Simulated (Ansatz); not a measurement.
## Molecular dynamics of Al₃₂H

The input (input.yaml):

```yaml
accuracy: low
crystal:
  lattice:
    - [8.1, 0.0, 0.0]
    - [0.0, 8.1, 0.0]
    - [0.0, 0.0, 8.1]
  atoms:
    - { symbol: Al, position: [0.48214526, -0.00543415, -0.02320988] }
    - { symbol: Al, position: [0.70883393, 0.26478278, 0.01184256] }
    - { symbol: Al, position: [0.73557101, 0.00120806, 0.247337] }
    - { symbol: Al, position: [-0.00119895, 0.02501498, -0.01271892] }
    - { symbol: Al, position: [0.25980593, 0.25851608, -0.00908196] }
    - { symbol: Al, position: [0.48732437, 0.53321033, -0.0201406] }
    - { symbol: Al, position: [0.72351267, 0.75247397, -0.01673169] }
    - { symbol: Al, position: [0.23428571, 0.004472, 0.2456233] }
    - { symbol: Al, position: [0.47235458, 0.25269986, 0.25843274] }
    - { symbol: Al, position: [0.74830265, 0.52784247, 0.27919376] }
    - { symbol: Al, position: [0.44925506, -0.02365398, 0.52800447] }
    - { symbol: Al, position: [0.72999002, 0.24249064, 0.50232692] }
    - { symbol: Al, position: [0.73988321, 0.03933461, 0.78646895] }
    - { symbol: Al, position: [-0.03150322, 0.51152272, 0.01135846] }
    - { symbol: Al, position: [0.22732671, 0.77272915, 0.02667361] }
    - { symbol: Al, position: [-0.00046539, 0.26432917, 0.2535813] }
    - { symbol: Al, position: [0.25293641, 0.50208948, 0.24702676] }
    - { symbol: Al, position: [0.45543656, 0.76023212, 0.2403836] }
    - { symbol: Al, position: [-0.01185861, 0.01552191, 0.49892942] }
    - { symbol: Al, position: [0.22574337, 0.24136846, 0.48301332] }
    - { symbol: Al, position: [0.47414592, 0.4777499, 0.50143823] }
    - { symbol: Al, position: [0.76578817, 0.79165579, 0.54383315] }
    - { symbol: Al, position: [0.20767735, -0.00427039, 0.73256565] }
    - { symbol: Al, position: [0.48364108, 0.25511054, 0.73294168] }
    - { symbol: Al, position: [0.74830704, 0.49885468, 0.75623004] }
    - { symbol: Al, position: [-0.00266505, 0.73408315, 0.26527698] }
    - { symbol: Al, position: [-0.00463992, 0.5145259, 0.52526647] }
    - { symbol: Al, position: [0.23131577, 0.73945027, 0.49809636] }
    - { symbol: Al, position: [-0.00684828, 0.2769738, 0.71528366] }
    - { symbol: Al, position: [0.22794986, 0.50267232, 0.78130395] }
    - { symbol: Al, position: [0.47419685, 0.72952489, 0.74729104] }
    - { symbol: Al, position: [0.00902045, 0.76730702, 0.79804029] }
    - { symbol: H, position: [0.56246081, 0.61662549, 0.37253713] }
basis:
  ecutwfc: 420.0
kpoints:
  mp_grid: { grid: [2, 2, 2] }
hamiltonian:
  xc: pbe
  dispersion: d3bj
scf:
  occupations: { method: fermi_dirac, width: 0.1 }
  lower_state_search: "off"
  max_iter: 54
md:
  timestep: 0.5
  n_steps: 200
  ensemble: nvt_langevin
  temperature: 1680.0
  initial_velocities: maxwell_boltzmann
  seed: 662707
  friction: 0.5
```

Command:

```bash
$ ansatz run input.yaml --threads 2 --pin off --max-ram 5120MiB --backend cpu --events-out ev --progress --plain --runs-dir out
```

It goes on from the last frame of an earlier run, with new velocities.

Output, in part (step lines):

```
md step     0: t =     0.00 fs  T =  1629.1 K  F+E_penalty+E_count = -17223.29554335 eV  E_kin = 6.949018 eV  (6 SCF iters)
[... lines left out ...]
```

The steps, from the saved trajectory:

```tsv
time (fs)	T (K)	potential energy less start (eV)
0.0	1629	0.000
3.0	1746	-0.137
6.0	1683	-0.101
9.0	1803	-0.134
12.0	2029	0.157
15.0	1826	0.380
18.0	1937	0.399
21.0	1172	0.444
24.0	1617	0.786
27.0	1725	1.039
30.0	2152	1.129
33.0	1826	1.106
36.0	2114	1.058
39.0	1578	0.888
42.0	1689	0.876
45.0	1687	0.942
48.0	1876	0.738
51.0	1318	0.546
54.0	1931	0.708
57.0	1929	0.945
60.0	1902	1.160
63.0	2062	1.466
66.0	2027	1.713
69.0	2005	1.829
72.0	1613	1.973
75.0	1650	2.101
78.0	1292	1.920
81.0	1925	1.786
84.0	1603	1.928
87.0	1770	1.910
90.0	1474	1.931
93.0	2090	1.888
96.0	1420	2.011
99.0	1598	2.119
```

The run went to its last step. A run of 0.1 ps of so small a system gives no equilibrium averages. The friction is so strong that the motion is overdamped, so the time scale means little. Limits of this set-up: coarse k mesh, odd electron count without spin, low accuracy level.

Mean squared displacements from the first frame to the last, about the centre of mass: Al 0.05 Å², H 0.30 Å².

Last frame:

```xyz
33
Lattice="8.1000 0.0000 0.0000 0.0000 8.1000 0.0000 0.0000 0.0000 8.1000" Properties=species:S:1:pos:R:3
Al 4.035 -0.058 -0.103
Al 6.033 2.199 -0.075
Al 5.966 0.011 2.037
Al -0.159 0.020 0.012
Al 2.049 2.019 0.222
Al 3.751 4.124 -0.093
Al 5.643 6.104 -0.134
Al 2.129 0.185 1.913
Al 3.957 2.222 2.031
Al 6.013 4.269 2.167
Al 3.567 -0.105 4.314
Al 6.030 1.935 4.121
Al 6.020 0.362 6.406
Al -0.440 4.263 0.185
Al 1.970 6.154 -0.088
Al 0.239 2.002 1.926
Al 2.045 4.228 1.972
Al 3.769 6.204 1.670
Al -0.041 0.105 4.231
Al 2.038 2.043 4.066
Al 3.726 3.885 3.987
Al 6.229 6.536 4.482
Al 1.687 -0.098 5.907
Al 3.891 1.878 6.038
Al 6.058 4.220 5.797
Al -0.162 5.840 2.406
Al -0.035 4.190 4.163
Al 1.979 6.032 3.860
Al -0.163 2.427 5.949
Al 2.081 4.025 6.076
Al 3.912 6.040 6.019
Al -0.040 6.154 6.359
H 4.915 5.201 3.389
```

Time of the run: 23 min on 2 threads of Arm Neoverse V1 (shared host), peak memory 1.2 GiB.
